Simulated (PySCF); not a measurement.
A mixed set of molecules. Computed with TDDFT PBE0/def2-SVPD, vertical, gas phase, core orbitals frozen in the response (PySCF). Geometries: GFN2-xTB; one conformer of each isolated species. Triplets are in the Tamm–Dancoff approximation.

Question: Rank by computed LUMO energy, lowest first.
A. `C1(C)=C([P@@]1(=O)CO)F`
B. `O=Cc1pcpcp1`
C. `CCN(CC)P`
D. `ClC1=C/C=C\C=C/C=C\1`

Answer: B (-3.44 eV), D (-1.45 eV), A (-0.53 eV), C (0.48 eV).

```tsv
SMILES	LUMO (eV)	S1 (eV)	f (S1)	first f ≥ 0.01 (nm)	HOMO (eV)	S1 mainly
O=Cc1pcpcp1	-3.44	2.73	0.003	308	-7.53	H→L (94%)
ClC1=C/C=C\C=C/C=C\1	-1.45	3.90	0.002	236	-6.60	H→L (99%)
CC1=C(F)[P@@]1(=O)CO	-0.53	5.98	0.009	190	-7.91	H-1→L (50%)
CCN(P)CC	0.48	5.39	0.002	206	-6.25	H→L (89%)
```

H and L stand for HOMO and LUMO.

- `O=Cc1pcpcp1`: Löwdin shares by element: HOMO phosphorus 38% or more, oxygen 34%, carbon 8% or more (atoms not listed hold the other 20%); LUMO phosphorus 37% or more, carbon 25% or more (atoms not listed hold the other 38%).
- `ClC1=C/C=C\C=C/C=C\1`: Löwdin shares by element: HOMO carbon 50% or more (atoms not listed hold the other 50%); LUMO carbon 46% or more (atoms not listed hold the other 54%).
- `CC1=C(F)[P@@]1(=O)CO`: Löwdin shares by element: HOMO oxygen 41%, carbon 27% or more (atoms not listed hold the other 32%); LUMO carbon 55% or more, phosphorus 16% (atoms not listed hold the other 30%).
- `CCN(P)CC`: Löwdin shares by element: HOMO nitrogen 49%, phosphorus 12%, hydrogen 7% or more, carbon 6% or more (atoms not listed hold the other 25%); LUMO phosphorus 27%, carbon 16% or more, hydrogen 9% or more (atoms not listed hold the other 48%).
